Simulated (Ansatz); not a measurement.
C7H11GeN, SMILES `C[N]([GeH3])c1ccccc1`. Charge 0, multiplicity 1. The geometry is a stationary point of PBE0-D4/def2-TZVP. It is one conformer, not always the lowest.

```xyz
20

C     1.767   -1.136    1.101
N     0.510   -1.090    0.395
Ge   -0.406   -2.656    0.043
C     0.022    0.141   -0.002
C     0.716    1.330    0.263
C     0.208    2.553   -0.145
C    -0.996    2.640   -0.824
C    -1.691    1.469   -1.092
C    -1.196    0.243   -0.691
H     1.728   -0.571    2.041
H     2.589   -0.729    0.498
H     2.016   -2.168    1.346
H    -1.795   -2.629    0.706
H     0.468   -3.762    0.646
H    -0.574   -2.853   -1.474
H     1.659    1.306    0.791
H     0.771    3.453    0.077
H    -1.387    3.600   -1.139
H    -2.636    1.507   -1.622
H    -1.771   -0.648   -0.920
```

Problem. What is the dipole moment at B3LYP/def2-TZVPP? (Best estimate.)

Solution. Ansatz gave: 1.56 D, with components (0.68, -1.30, 0.51) D in this frame, pointing from negative to positive charge.

Problem. And with PBE, r2SCAN, ωB97M-V? (Estimate.)

Solution. The calculation gave: PBE 1.65 D, r2SCAN 1.62 D, ωB97M-V 1.47 D.

Problem. Give the Mulliken charges with B3LYP, r2SCAN, PBE in def2-TZVPP. (Estimate.)

Solution. The calculation gave: 
| atom | B3LYP | r2SCAN | PBE |
| --- | --- | --- | --- |
| C1 | -0.17 | -0.05 | -0.17 |
| N2 | -0.22 | -0.23 | -0.13 |
| Ge3 | 0.16 | 0.16 | 0.12 |
| C4 | 0.19 | 0.29 | 0.19 |
| C5 | -0.21 | -0.23 | -0.19 |
| C6 | -0.12 | -0.07 | -0.12 |
| C7 | -0.16 | -0.17 | -0.15 |
| C8 | -0.12 | -0.07 | -0.12 |
| C9 | -0.18 | -0.22 | -0.17 |
| H10 | 0.10 | 0.06 | 0.09 |
| H11 | 0.10 | 0.06 | 0.09 |
| H12 | 0.09 | 0.05 | 0.08 |
| H13 | 0.00 | -0.01 | 0.00 |
| H14 | 0.01 | 0.00 | 0.00 |
| H15 | 0.00 | -0.01 | 0.00 |
| H16 | 0.11 | 0.08 | 0.08 |
| H17 | 0.12 | 0.09 | 0.10 |
| H18 | 0.12 | 0.09 | 0.10 |
| H19 | 0.12 | 0.09 | 0.10 |
| H20 | 0.10 | 0.08 | 0.08 |

B3LYP here is the variant with VWN-RPA as its local correlation; programs differ in this.
